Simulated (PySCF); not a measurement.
# Simulated absorption spectrum

C₅H₅O₃S (charge -1).
SMILES: `O=S(=O)([O-])C1=CC=CC1`

The calculation used TDDFT B3LYP/def2-SVPD, vertical, gas phase, core orbitals frozen in the response in PySCF. Isolated species at its PBE0-D3(BJ)/def2-SVP geometry, gas phase. Torsions of this conformer, `[O:1]=[S:2](=[O:3])([O-:4])[C:5]1=[CH:6][CH:7]=[CH:8][CH2:9]1`: O1–S2–C5–C6 1°.

Broadening: Gaussians 0.5 eV wide at half height, area fixed by f = 4.319×10⁻⁹ ∫ε dν̃. The cross-section is σ = 3.8235×10⁻²¹ ε cm², given in Mb (10⁻¹⁸ cm²). The width is an assumption, not a result. The curve ends short of the highest state used, and states not computed would add to its high-energy end.

```tsv
λ (nm)	σ (Mb)
269.9	19.81
274.2	24.40
278.6	26.94
283.0	26.69
287.3	24.02
291.7	19.71
296.1	14.89
300.4	10.54
304.8	6.94
309.2	4.32
313.5	2.61
317.9	1.52
322.3	0.88
326.6	0.52
331.0	0.32
335.4	0.20
339.7	0.13
344.1	0.09
348.5	0.06
352.8	0.04
357.2	0.03
361.5	0.02
365.9	0.01
370.3	0.01
374.6	0.00
379.0	0.00
383.4	0.00
387.7	0.00
392.1	0.00
396.5	0.00
```

Question: Locate the maxima and give the states behind the curve.

Answer: 280 nm (4.42 eV), ε about 7100, made up of S2 (100%) (ε in L mol⁻¹ cm⁻¹; maxima over ε = 5, shares over 10%). The states used: S1 3.88 eV (f 0.0008); S2 4.42 eV (f 0.131); S3 4.86 eV (f 0.0034); S4 5.00 eV (f 0.0008); S5 5.14 eV (f 0.0080); S6 5.19 eV (f 0.0001).

Question: Does any computed singlet lie in the visible range?

Answer: No computed singlet lies in the visible range (380 to 750 nm); the lowest, at 320 nm, stands 0.61 eV above its violet end (3.26 eV).

Question: Coming from long wavelengths, where does ε first pass 100 L mol⁻¹ cm⁻¹?

Answer: At about 329 nm (3.77 eV), 0.11 eV below S1.

Question: On this curve, what absorbance would a 10⁻⁴ mol/L sample give at 355 nm over a 1 cm path?

Answer: 355 nm is 3.493 eV, where ε is about 9.2 L mol⁻¹ cm⁻¹, so A = ε c l ≈ 0.00092 (Beer–Lambert, with the gas-phase spectrum and the assumed width).

No detachment energy is given for this anion; states above it aren't bound, and a finite basis only mimics them.
